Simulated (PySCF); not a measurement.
C₆H₈O₂.
Numbering: `[CH2:1]=[CH:2][CH2:3][C@@H:4]1[CH2:5][O:6][C:7]1=[O:8]` (hydrogens: H9, H10 on C1; H11 on C2; H12, H13 on C3; H14 on C4; H15, H16 on C5)

Structure used (GFN2-xTB), in Å, numbered top down from 1:
```
atom  x, y, z in Å
C1     2.4379    0.6671   -0.0713
C2     1.5688   -0.0473   -0.7603
C3     0.4656   -0.8514   -0.1462
C4    -0.8967   -0.2891   -0.5466
C5    -1.3551    1.0036    0.1479
O6    -2.4556    0.2979    0.7517
C7    -2.0972   -0.8792    0.1807
O8    -2.5973   -1.9511    0.2830
H9     3.2137    1.2394   -0.5496
H10    2.4165    0.7018    1.0059
H11    1.6100   -0.0672   -1.8416
H12    0.5586   -0.8495    0.9415
H13    0.5201   -1.8866   -0.4922
H14   -1.0088   -0.2828   -1.6315
H15   -0.6765    1.3950    0.9063
H16   -1.7115    1.8083   -0.4951
```

Method: TDDFT CAM-B3LYP/def2-SVPD, vertical, gas phase, core orbitals frozen in the response in PySCF.

Lowest singlets, with some entries withheld (?).

```tsv
state	E (eV)	f	main configurations (H = HOMO, L = LUMO)
S1	5.92	0.0031	H-1→L (20%), H→L (14%), H-1→L+1 (14%)
S2	7.48	0.263	H→L (64%), H-1→L (11%)
S3	7.53	0.200	H→L+1 (65%), H→L (9%)
S4	?	?	?
S5	7.91	0.022	H→L+3 (30%), H-1→L+1 (18%), H-1→L+3 (10%)
S6	8.01	0.064	H-1→L (21%), H-4→L (18%), H-2→L (14%)
S7	8.13	0.042	H-4→L (20%), H-2→L (19%), H-2→L+1 (9%)
S8	?	?	?
```

Question: Supply the missing values.

Answer: 
- S4: E = 7.84 eV; f = 0.015; H→L+2 (53%), H→L+4 (16%)
- S8: E = 8.21 eV; f = 0.023; H→L+4 (41%), H-1→L+1 (13%)

Question: What is the mean static polarisability from the same response equations?

Answer: 74.7 au (11.06 Å³), with principal values 61.7, 69.2 and 93.1 au.

Question: How far apart are S1 and S8, in eV and cm⁻¹?

Answer: 8.214 − 5.924 = 2.290 eV, or about 18470 cm⁻¹.

Question: Where do the lowest triplets lie (Tamm–Dancoff)?

Answer: T1 4.51 eV, H→L (57%), H-1→L (14%), H→L+1 (12%); T2 5.42 eV, H-1→L (23%), H-1→L+1 (13%), H-1→L+4 (12%); T3 6.11 eV, H-2→L (30%), H-2→L+1 (20%), H-2→L+4 (18%). E(S1) − E(T1) = +1.41 eV.

One conformer stands for the species.
